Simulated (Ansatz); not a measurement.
`CC1(C)CCCC(C)(C)N1` at its PBE0-D4/def2-TZVP geometry, where that method's forces vanish. Charge 0, multiplicity 1.

| atom | x (Å) | y (Å) | z (Å) |
| --- | --- | --- | --- |
| C1 | 1.4284 | 1.7573 | -0.5834 |
| C2 | 0.6077 | 0.5397 | -1.0179 |
| C3 | 0.4191 | 0.6059 | -2.5266 |
| C4 | 1.3437 | -0.7508 | -0.6532 |
| C5 | 1.4144 | -0.9902 | 0.8576 |
| C6 | 0.2613 | -0.3311 | 1.6187 |
| C7 | -1.0167 | -0.1973 | 0.7978 |
| C8 | -2.0601 | 0.5656 | 1.6079 |
| C9 | -1.5863 | -1.5805 | 0.4609 |
| N10 | -0.7252 | 0.5948 | -0.4014 |
| H11 | 1.6038 | 1.7658 | 0.4928 |
| H12 | 2.4016 | 1.7693 | -1.0831 |
| H13 | 0.8916 | 2.6730 | -0.8384 |
| H14 | -0.1252 | -0.2710 | -2.8897 |
| H15 | 1.3825 | 0.6431 | -3.0396 |
| H16 | -0.1444 | 1.5022 | -2.8015 |
| H17 | 2.3507 | -0.7277 | -1.0806 |
| H18 | 0.8272 | -1.5821 | -1.1420 |
| H19 | 1.4233 | -2.0670 | 1.0466 |
| H20 | 2.3597 | -0.6115 | 1.2547 |
| H21 | 0.5499 | 0.6720 | 1.9443 |
| H22 | 0.0370 | -0.8931 | 2.5293 |
| H23 | -1.6769 | 1.5504 | 1.8807 |
| H24 | -2.9698 | 0.7119 | 1.0186 |
| H25 | -2.3308 | 0.0238 | 2.5188 |
| H26 | -1.8602 | -2.1230 | 1.3702 |
| H27 | -0.8788 | -2.1946 | -0.0973 |
| H28 | -2.4915 | -1.4767 | -0.1455 |
| H29 | -1.4361 | 0.4217 | -1.0985 |

For each bond, give half the difference of the two atoms' forces along it (eV/Å; positive pushes the atoms apart) under PBE-D4, r2SCAN-D4, B3LYP-D4, ωB97M-V in def2-TZVPP. (Best estimate.)

Computed: 
| bond | length (Å) | PBE-D4 | r2SCAN-D4 | B3LYP-D4 | ωB97M-V |
| --- | --- | --- | --- | --- | --- |
| C1–C2 | 1.531 | 0.03 | 0.08 | 0.11 | 0.05 |
| C1–H12 | 1.094 | 0.09 | -0.04 | -0.07 | -0.06 |
| C2–C4 | 1.530 | 0.03 | 0.03 | 0.08 | 0.02 |
| C3–H15 | 1.092 | 0.10 | -0.04 | -0.08 | -0.07 |
| C3–H16 | 1.094 | 0.10 | -0.03 | -0.07 | -0.07 |
| C4–C5 | 1.531 | 0.01 | 0.10 | 0.16 | 0.13 |
| C4–H18 | 1.094 | 0.11 | -0.05 | -0.12 | -0.09 |
| C5–C6 | 1.531 | 0.00 | 0.10 | 0.16 | 0.13 |
| C5–H19 | 1.093 | 0.10 | -0.05 | -0.12 | -0.10 |
| C5–H20 | 1.093 | 0.10 | -0.05 | -0.12 | -0.10 |
| C6–H21 | 1.093 | 0.11 | -0.05 | -0.12 | -0.10 |
| C7–N10 | 1.466 | 0.09 | 0.12 | 0.12 | 0.11 |
| C8–H24 | 1.094 | 0.10 | -0.03 | -0.07 | -0.06 |
| C9–H28 | 1.094 | 0.10 | -0.03 | -0.08 | -0.05 |

B3LYP here is the variant with VWN-RPA as its local correlation; programs differ in this.
